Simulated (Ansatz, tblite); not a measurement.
Removing and adding an electron: the cluster VO4H3. Charge 0, multiplicity 1. Geometry: r2SCAN-D4/def2-SVP. Ansatz, gas phase; energy differences of separate SCF runs; the oxidised species was run as a doublet alone; the reduced species was run as a doublet alone.

```xyz
8

V    -0.131    0.268   -0.383
O    -0.294   -1.565   -0.611
O    -0.824   -1.287    0.735
O    -1.351    1.144   -0.809
O     1.073    1.027    0.647
H    -0.121   -1.637    1.317
H     1.053    1.957    0.917
H     0.596    0.093   -1.814
```

The xTB rows come from tblite. The structure holds one bond between oxygen atoms, so isomers without such links may lie far lower. Another isomer (singlet) lies 0.13 eV lower at PBE-D4/def2-TZVP; other spin states weren't run for this one.

```
               level  −HOMO (eV)  vertical IE (eV)  −LUMO (eV)  vertical EA (eV)  HOMO–LUMO gap (eV)  IE − EA (eV)                                                                remarks
            GFN1-xTB       13.78             17.35       11.08              7.24                2.70         10.10                                                                      –
            GFN2-xTB       12.57             15.99        9.91              6.21                2.66          9.78                                                                      –
    PBE-D4/def2-TZVP        7.17             10.53        3.86                 –                3.30             –                                                                      –
   PBE-D4/def2-TZVPD        7.22                 –        3.91              0.83                3.30             –  HOMO above zero (-1 doublet), restricted SCF unstable in HF (singlet)
 r2SCAN-D4/def2-TZVP        7.57             10.78        3.83                 –                3.74             –                                restricted SCF unstable in HF (singlet)
r2SCAN-D4/def2-TZVPD        7.59                 –        3.85              0.90                3.75             –  HOMO above zero (-1 doublet), restricted SCF unstable in HF (singlet)
   PBE0-D4/def2-TZVP        8.91             11.10        2.77                 –                6.14             –                                restricted SCF unstable in HF (singlet)
  PBE0-D4/def2-TZVPD        8.94                 –        2.80              1.27                6.14             –  HOMO above zero (-1 doublet), restricted SCF unstable in HF (singlet)
```

   A HOMO above zero means that the electron is unbound at that level or that self-interaction error raises the level; the energy of removing that electron tells which. Raw xTB energy differences between charge states are shifted by several eV; the methods need an empirical correction for them.
